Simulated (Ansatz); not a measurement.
H8MgN2Si2 (`[NH2][Mg][N]([SiH3])[SiH3]`), relaxed with RKS PBE-D4/def2-SVP in the Gaussian-basis code of Ansatz from a rough embedded geometry. The force threshold is 0.03 eV/Å; the program also tests the step.

Charge 0, multiplicity 1.

Start:

```xyz
13

N     1.291    1.032   -2.976
Mg    0.252    0.182   -1.468
N    -0.819   -0.682    0.066
Si    0.326   -1.611    1.078
Si   -1.559    0.623    1.025
H     2.347    0.847   -2.849
H     1.222    2.081   -2.888
H    -0.333   -2.158    2.251
H     1.430   -0.632    1.554
H     1.017   -2.648    0.351
H    -2.483    1.349    0.208
H    -0.479    1.509    1.467
H    -2.213    0.108    2.181
```

```tsv
step	energy (eV)	largest force (eV/Å)	largest move (Å)
1	-24286.5511	1.746	0.000
2	-24286.9942	0.768	0.191
3	-24287.1468	0.662	0.200
4	-24287.2537	0.431	0.196
5	-24287.3352	0.106	0.200
6	-24287.3860	0.064	0.200
7	-24287.4051	0.116	0.200
8 (rejected)	-24287.3775	1.054	0.177
9	-24287.4197	0.026	0.088
10	-24287.4258	0.061	0.098
11	-24287.4286	0.131	0.124
12	-24287.4309	0.075	0.014
13	-24287.4325	0.006	0.039
14	-24287.4330	0.018	0.041
15	-24287.4331	0.013	0.030
```

End:

```xyz
13

N     1.142    0.900   -2.986
Mg    0.492    0.387   -1.282
N    -0.177   -0.141    0.468
Si    0.543   -1.527    1.242
Si   -1.463    0.803    1.174
H     1.920    0.471   -3.494
H     0.767    1.645   -3.580
H    -0.429   -2.656    1.498
H     1.208   -1.211    2.562
H     1.616   -2.055    0.307
H    -1.799    1.908    0.189
H    -1.089    1.459    2.483
H    -2.730    0.016    1.420
```

Hardware: 2 threads of a server CPU on a shared host. Wall time 78 s, peak host memory 0.21 GiB.
